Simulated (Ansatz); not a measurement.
`[NH2][Nb](=[O])([OH])[OH]` and `[NH2][V](=[O])([OH])[OH]` differ in one element.

Ansatz, PBE0-D4/def2-TZVP geometries, multiplicity 1. Each molecule was computed in one conformer, which needn't be the lowest.

Elements past krypton have def2 core potentials. Scalar relativity is left out up to krypton.

```tsv
property	`[NH2][Nb](=[O])([OH])[OH]`
HOMO–LUMO gap (PBE/def2-TZVPP) / eV	5.02
LUMO energy (ωB97M-V/def2-TZVPP) / eV	0.44
LUMO energy (PBE/def2-TZVPP) / eV	-1.59
HOMO–LUMO gap (ωB97M-V/def2-TZVPP) / eV	10.85
HOMO energy (ωB97M-V/def2-TZVPP) / eV	-10.40
LUMO energy (PBE0/def2-TZVPP) / eV	-0.75
```

**Question.** Give the same properties after the change, and the shifts. (Best estimate.)

**Answer.** Ansatz gave: 
```json
{"property": "HOMO–LUMO gap (PBE/def2-TZVPP) / eV", "`[NH2][V](=[O])([OH])[OH]`": "3.72", "shift": "-1.30"}
{"property": "LUMO energy (ωB97M-V/def2-TZVPP) / eV", "`[NH2][V](=[O])([OH])[OH]`": "0.11", "shift": "-0.33"}
{"property": "LUMO energy (PBE/def2-TZVPP) / eV", "`[NH2][V](=[O])([OH])[OH]`": "-3.02", "shift": "-1.43"}
{"property": "HOMO–LUMO gap (ωB97M-V/def2-TZVPP) / eV", "`[NH2][V](=[O])([OH])[OH]`": "10.60", "shift": "-0.25"}
{"property": "HOMO energy (ωB97M-V/def2-TZVPP) / eV", "`[NH2][V](=[O])([OH])[OH]`": "-10.48", "shift": "-0.08"}
{"property": "LUMO energy (PBE0/def2-TZVPP) / eV", "`[NH2][V](=[O])([OH])[OH]`": "-2.13", "shift": "-1.38"}
```

With PBE0 the HOMO falls by 0.11 eV and the LUMO falls by 1.38 eV, so the gap narrows by about 1.27 eV. PBE moves the HOMO by -0.12 eV and ωB97M-V by -0.08 eV.
